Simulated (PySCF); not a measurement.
A structure optimised at PBE-D3(BJ)/def2-SVP, used in a PySCF frequency run:

```xyz
11

F     -2.9159    -1.5440    -0.1477
Si    -1.9498    -0.2233     0.0125
C     -0.1593    -0.8624     0.0750
C      0.8359     0.1674    -0.4104
Cl     2.5375    -0.3969    -0.2551
Cl     0.5958     1.7253     0.4910
H     -2.3477     0.4772     1.2730
H     -2.1440     0.6407    -1.1993
H     -0.0817    -1.7723    -0.5577
H      0.0911    -1.1606     1.1142
H      0.6973     0.4247    -1.4766
```
Charge 0, spin multiplicity 1.

Write its SMILES and formula.

F[SiH2]CC(Cl)Cl, C2H5Cl2FSi

What are its rotational constants (standard atomic weights)?

3.0331, 0.89507, 0.71114 GHz
